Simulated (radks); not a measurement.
Problem. Bi I, configuration [Xe] 4f14 5d10 6s1 6p4 (not the ground configuration). Calculated with a radial shooting solver on a logarithmic mesh with Libxc functionals: Dirac Kohn-Sham, PBEsol, spin-unpolarised, spherical densities, point nucleus; open shells are shared between the two j in proportion to 2j + 1. Some entries of the table are withheld. Estimate them.

orbital     occ.  eigenvalue (Ry)  r(max) (bohr)  <r^2> (bohr^2)
1s1/2          2        -6651.143            (1)       0.0003461
2s1/2          2        -1194.050        0.05641        0.005187
2p1/2          2        -1147.154        0.04119        0.003644
2p3/2          4        -976.7141        0.04902        0.004824
3s1/2          2        -288.2617         0.1588         0.03360
3p1/2          2        -267.0974         0.1478         0.03050
3p3/2          4        -228.9383         0.1636         0.03682
3d3/2          4        -194.3010         0.1269         0.02803
3d5/2          6        -186.2109         0.1312         0.02973
4s1/2          2        -66.22281         0.3564          0.1606
4p1/2          2        -57.02818         0.3537          0.1626
4p3/2          4        -47.61693         0.3857          0.1935
4d3/2          4        -32.67639         0.3764          0.2001
4d5/2          6        -30.92022         0.3860          0.2106
5s1/2          2        -11.68158         0.7714          0.7743
4f5/2          6        -11.52465         0.3397          0.2292
4f7/2          8        -11.12106         0.3442          0.2356
5p1/2          2         -8.49176         0.8068          0.8825
5p3/2          4         -6.67257         0.8831           1.071
5d3/2          4         -2.22834          1.016           1.683
5d5/2          6         -2.00600          1.047           1.809
6s1/2          1              (2)          1.859           5.223
6p1/2    1.33333         -0.49999          2.199           8.222
6p3/2    2.66667         -0.34628          2.509           10.96

Solution. 
(1) 1s1/2 r(max) (bohr): 0.009653
(2) 6s1/2 eigenvalue (Ry): -1.13656
